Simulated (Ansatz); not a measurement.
`O[CH2][ZnH]` + `OC(F)F` → `FC(F)[O][ZnH]` + CH₃OH at 298.15 K and 1 bar (ligand exchange at a Zn–C bond).

Computed with Ansatz on PBE0-D4/def2-TZVP structures; ΔE is electronic, products minus reactants. CBS: MP2 limit from def2 TZ/QZ plus the TZ coupled-cluster correction, frozen cores. This one scheme is used for every species. For Zn outer-core shells are correlated without core-valence functions, which leaves a few kJ/mol of doubt a bond. Scalar relativity is left out up to krypton. Each species was taken in one conformer, which may not be the lowest.

| species | CCSD(T)/CBS energy (Eh) | H − E (kJ/mol) | S (J/(mol·K)) |
| --- | --- | --- | --- |
| `O[CH2][ZnH]` | -1893.96502 | 138.6 | 295.4 |
| `OC(F)F` | -314.01610 | 111.3 | 274.1 |
| `FC(F)[O][ZnH]` | -2092.41029 | 105.0 | 342.8 |
| CH₃OH | -115.61712 | 146.3 | 238.2 |

H − E and S are ideal-gas, rigid-rotor, harmonic terms from PBE0-D4/def2-TZVP, for one conformer and one mirror image of each species. 1 Eh = 2625.50 kJ/mol, R = 8.31446 J/(mol·K).

Question: By hand: ΔE, ΔH, ΔS and ΔG.

Answer: ΔE = (-2092.41029) + (-115.61712) − (-1893.96502) − (-314.01610) = -0.04629 Eh = -121.5 kJ/mol. Δ(H − E) = 105.0 + 146.3 − 138.6 − 111.3 = 1.4, so ΔH = -120.1 kJ/mol. ΔS = 342.8 + 238.2 − 295.4 − 274.1 = 11.5 J/(mol·K). ΔG = -120.1 − 298.15 × (11.5)/1000 = -123.5 kJ/mol.

Question: By hand: the equilibrium constant, and the temperature at which ΔG would vanish if ΔH and ΔS stayed fixed.

Answer: log₁₀ K = −ΔG/(RT ln 10) = 21.6. ΔH and −TΔS have one sign here, so there is no such temperature.

The number of gas molecules stays the same, so ΔS is small and ΔH decides. A doubt of 5 kJ/mol in ΔE shifts log₁₀ K by 0.9 here. Other conformers and mirror images would add mixing entropy, several J/(mol·K) or more a flexible species. Modes under 60 cm⁻¹, often nearly free rotors, make the harmonic entropy too high. These are equilibria of isolated gas molecules and say nothing of rates. Largest T1 diagnostic: 0.015 (customary marks: 0.02 for closed shells, 0.045 for open ones).

ΔS is within the doubt of such terms, so its sign, and with it that verdict, could turn.
